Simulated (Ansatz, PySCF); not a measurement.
The pair A = HCl (SMILES Cl) (first 2 atoms), B = N2 (SMILES N#N); geometry from B3LYP-D3(BJ)/def2-TZVP.
(charge 0, multiplicity 1):
```xyz
4

Cl    -0.17971    -0.27931    -0.32261
H     -0.16222    -0.20767     0.95905
N     -0.12965    -0.07644     3.27837
N     -0.11347    -0.01473     4.36677
```

Frozen-core correlation. CBS(a, b) extrapolates the correlation energy as X⁻³ and adds the Hartree–Fock energy of set b. MP2 and its Hartree–Fock in aug-cc-pV(Q+d)Z are density fitted.

Run with Ansatz (Gaussian orbitals); PySCF for the dispersion terms. Values without a source in brackets are computed.

The monomers are drawn apart, rigid, along the line of their centres of mass. Counterpoise-corrected interaction energies (kcal/mol):

```json
[
 {"level": "PBE/def2-TZVPPD", "R = 5.046 Å": "-0.5801", "R = 5.975 Å": "-0.2033"},
 {"level": "PBE-D3(BJ)/def2-TZVPPD", "R = 5.046 Å": "-0.7590", "R = 5.975 Å": "-0.2651"},
 {"level": "wB97M-V/def2-TZVPPD", "R = 5.046 Å": "-0.5760", "R = 5.975 Å": "-0.2226"},
 {"level": "MP2/CBS(aug-cc-pV(T+d)Z, aug-cc-pV(Q+d)Z) + ΔCCSD(T)/aug-cc-pV(T+d)Z", "R = 5.046 Å": "-0.6437", "R = 5.975 Å": "-0.2381"}
]
```

R is the distance of the centres of mass. Find the local exponent m of E ∝ R⁻ᵐ between the two points.


m = ln(E₁/E₂)/ln(R₂/R₁): PBE/def2-TZVPPD 6.2; PBE-D3(BJ)/def2-TZVPPD 6.2; wB97M-V/def2-TZVPPD 5.6; MP2/CBS(aug-cc-pV(T+d)Z, aug-cc-pV(Q+d)Z) + ΔCCSD(T)/aug-cc-pV(T+d)Z 5.9. For scale, two fixed dipoles give m = 3, dipole and quadrupole 4, quadrupoles 5, and dispersion or dipole-induced dipole 6 at long range; at these distances several terms mix, and what is left of overlap and damping shifts m, so it need not match one of them.

Ansatz is a program for electronic structure.
